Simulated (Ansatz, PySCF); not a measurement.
Process, species as SMILES: [NH][SiH3] → [NH-][SiH3] (an electron is taken up)
Each molecule is optimised on its own at B3LYP-D3(BJ)/def2-TZVP (Ansatz, a program for electronic structure). Frequencies are from Ansatz or PySCF.

Property: adiabatic electron affinity (0 K, with B3LYP-D3(BJ) harmonic zero-point energies), positive where the reaction releases energy, in eV. Cores are frozen in the correlated levels unless marked. Open shells are spin-unrestricted. Spin-orbit coupling is left out. No relativistic terms. Anions need diffuse functions: aug- sets have them; def2-D sets add few; the other sets have none. CBS marks a two-point X^-3 extrapolation of the correlation energy; Hartree-Fock from the larger set. The bracket is a focal-point correction in the basis named.

```csv
level,program,adiabatic electron affinity (eV)
HF/aug-cc-pV(Q+d)Z,Ansatz,0.31
BLYP/def2-TZVPD,Ansatz,1.90
BHLYP-D4/def2-TZVPD,Ansatz + dftd4,1.62
HSE06-D4/def2-TZVPD,Ansatz + dftd4,1.89
MP2/def2-SVP,Ansatz,1.31
RI-MP2/aug-cc-pV(T+d)Z,Ansatz,2.24
RI-MP2/def2-TZVPPD,Ansatz,2.18
"RI-MP2/CBS(def2-TZVPPD,def2-QZVPPD)",Ansatz,2.32
SCS-MP2/cc-pwCVTZ,Ansatz,1.81
SCS-MP2/def2-TZVPP,Ansatz,1.88
CCSD/cc-pV(D+d)Z,Ansatz,1.08
CCSD/def2-SVP,Ansatz,1.05
CCSD/cc-pwCVTZ,Ansatz,1.58
CCSD(T)/6-31G*,Ansatz,0.91
"RI-MP2/CBS(aug-cc-pV(T+d)Z,aug-cc-pV(Q+d)Z)+[CCSD(T)-MP2]/aug-cc-pV(T+d)Z",Ansatz,2.10
```
